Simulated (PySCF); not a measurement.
A PySCF script (with the pyscf-properties extension) for the NMR shieldings of `InChI=1S/C4H4N2OSi/c5-1-4-2-8(3-7)6-4/h3,8H,2H2/t8-/m0/s1`, on a GFN2-xTB geometry:

```python
import basis_set_exchange as bse
import numpy as np
from pyscf import gto, dft
from pyscf.prop import nmr

atoms = """
N    -3.449851   -0.287073   -1.552622
C    -2.408208   -0.040672   -1.141294
C    -1.150062    0.233858   -0.564219
N    -0.160191    0.798820   -1.163788
Si    0.919262    0.678324    0.257595
C     2.320060   -0.596760   -0.015294
O     3.468074   -0.370281    0.256045
C    -0.759434   -0.093006    0.846230
H     1.350893    1.934704    0.837500
H     2.041226   -1.579628   -0.450677
H    -1.332495    0.471973    1.576910
H    -0.838076   -1.150945    1.087585
"""
names = dict.fromkeys(["N", "C", "Si", "O", "H"], "pcSseg-1")
basis = {el: gto.basis.parse(bse.get_basis(n, elements=[el], fmt="nwchem")) for el, n in names.items()}
mol = gto.M(atom=atoms, basis=basis, charge=0, verbose=0)
mf = dft.RKS(mol, xc="PBE0")
mf.grids.level = 2
mf.grids.alignment = dft.numint.BLKSIZE   # the property module wants whole blocks of grid points
mf.conv_tol = 1e-9
mf.kernel()

calc = nmr.RKS(mf)   # GIAO
C = mf.mo_coeff
Co = C[:, mf.mo_occ > 0]
resp = mf.gen_response(singlet=True, hermi=2)
def vind(x):   # induced exchange potential for any number of trial vectors
    d = np.einsum("pi,xij,qj->xpq", C, 2 * x.reshape(-1, C.shape[1], Co.shape[1]), Co, optimize=True)
    return np.einsum("xpq,pi,qj->xij", resp(d - d.transpose(0, 2, 1)), C, Co, optimize=True).ravel()
mo1, _ = nmr.rhf.solve_mo1(calc, with_cphf=vind)
sigma = calc.kernel(mo1)
for i, s in enumerate(sigma):   # ppm
    w = np.linalg.eigvalsh((s + s.T) / 2)
    print("%2d %-2s iso %8.1f  s11 %8.1f  s22 %8.1f  s33 %8.1f" % (i, mol.atom_pure_symbol(i), w.mean(), *w))
```

Q: What are the results?

A: 
```
 0 N  iso    -59.9  s11   -218.3  s22   -180.8  s33    219.4
 1 C  iso     68.3  s11    -48.8  s22    -38.0  s33    291.7
 2 C  iso     -1.3  s11   -142.2  s22     18.2  s33    120.1
 3 N  iso   -233.2  s11   -739.8  s22   -190.0  s33    230.1
 4 Si iso    377.2  s11    344.3  s22    375.3  s33    411.9
 5 C  iso    -51.9  s11   -153.6  s22    -89.5  s33     87.2
 6 O  iso   -638.2  s11  -1749.7  s22   -579.0  s33    414.1
 7 C  iso    151.1  s11    126.7  s22    136.1  s33    190.6
 8 H  iso     26.7  s11     23.9  s22     25.4  s33     30.8
 9 H  iso     19.7  s11     15.1  s22     20.3  s33     23.7
10 H  iso     29.0  s11     26.5  s22     27.9  s33     32.5
11 H  iso     28.8  s11     26.5  s22     27.3  s33     32.5
```

These numbers come from an equivalent density-fitted implementation of the same equations, which agrees with the script to about 0.01 ppm for H and up to a few tenths of a ppm for heavy atoms, so last digits may differ.

Size and cost of the density-fitted run: 163 basis functions, 15 s wall time on 1 thread of an Intel Xeon 6975P-C, shared host; peak memory 0.73 GiB.
